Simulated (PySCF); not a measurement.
H12O6Ti (SMILES [OH2]->[Ti+3](<-[OH2])(<-[OH2])(<-[OH2])(<-[OH2])<-[OH2]), charge +3, doublet, at a GFN2-xTB geometry (such geometries of metal compounds can be far from the true shape). Base run: PySCF with BLYP/STO-3G.

Geometry (Å):
```xyz
19

Ti     0.0000     0.0000     0.0000
O     -0.6280     1.6943    -0.9168
H     -1.5238     2.0853    -0.9703
H     -0.0730     2.3234    -1.4230
O      1.5569     1.0539     0.7556
H      1.5138     1.9393     1.1731
H      2.5079     0.8264     0.7996
O      1.0451    -0.4515    -1.6762
H      1.9657    -0.7686    -1.7768
H      0.7200    -0.3957    -2.5987
O     -1.0451     0.4515     1.6762
H     -1.9657     0.7686     1.7768
H     -0.7200     0.3957     2.5987
O     -1.5569    -1.0539    -0.7556
H     -1.5138    -1.9393    -1.1731
H     -2.5079    -0.8264    -0.7996
O      0.6280    -1.6943     0.9168
H      0.0730    -2.3234     1.4230
H      1.5238    -2.0853     0.9703
```
Charge +3, spin multiplicity 2.
Orbitals are unrestricted.
All else is at PySCF's defaults.

The base run was repeated with changes; each row names its change, and settings that it needs were set with it.

```json
[
 {"change": "base", "E (Eh)": "-1292.06402", "HOMO (eV)": "-12.74", "<S^2>": "0.751", "core-seconds (rough)": "10"},
 {"change": "functional = hf", "E (Eh)": "-1289.32534", "HOMO (eV)": "-18.45", "<S^2>": "0.752", "core-seconds (rough)": "1"},
 {"change": "functional = r2scan", "E (Eh)": "-1292.12388", "HOMO (eV)": "-13.40", "<S^2>": "0.752", "core-seconds (rough)": "20"},
 {"change": "functional = blyp; dispersion = d3zero", "E (Eh)": "-1292.08851", "HOMO (eV)": "-12.74", "<S^2>": "0.751", "core-seconds (rough)": "10"},
 {"change": "functional = camb3lyp", "E (Eh)": "-1292.12442", "HOMO (eV)": "-15.78", "<S^2>": "0.751", "core-seconds (rough)": "30"},
 {"change": "functional = b97-1", "E (Eh)": "-1292.14271", "HOMO (eV)": "-14.14", "<S^2>": "0.751", "core-seconds (rough)": "10"},
 {"change": "functional = tpss", "E (Eh)": "-1292.38418", "HOMO (eV)": "-13.09", "<S^2>": "0.752", "core-seconds (rough)": "20"},
 {"change": "functional = m062x", "E (Eh)": "-1292.31350", "HOMO (eV)": "-15.83", "<S^2>": "0.752", "core-seconds (rough)": "20"},
 {"change": "functional = pw91,pw91", "E (Eh)": "-1292.09647", "HOMO (eV)": "-12.97", "<S^2>": "0.752", "core-seconds (rough)": "10"},
 {"change": "functional = scan", "E (Eh)": "-1292.26262", "HOMO (eV)": "-13.40", "<S^2>": "0.752", "core-seconds (rough)": "20"},
 {"change": "functional = pbe0", "E (Eh)": "-1291.70534", "HOMO (eV)": "-14.53", "<S^2>": "0.751", "core-seconds (rough)": "10"},
 {"change": "functional = bp86", "E (Eh)": "-1292.34408", "HOMO (eV)": "-13.01", "<S^2>": "0.752", "core-seconds (rough)": "9"},
 {"change": "functional = b3lyp; dispersion = d4", "E (Eh)": "-1292.29464", "HOMO (eV)": "-14.17", "<S^2>": "0.751", "core-seconds (rough)": "10"}
]
```

Absolute energies of different levels of theory aren't comparable as measures of quality.

Open shells are given as the SCF converged; they aren't shown to be the lowest states, and a large step between rows can be another state.
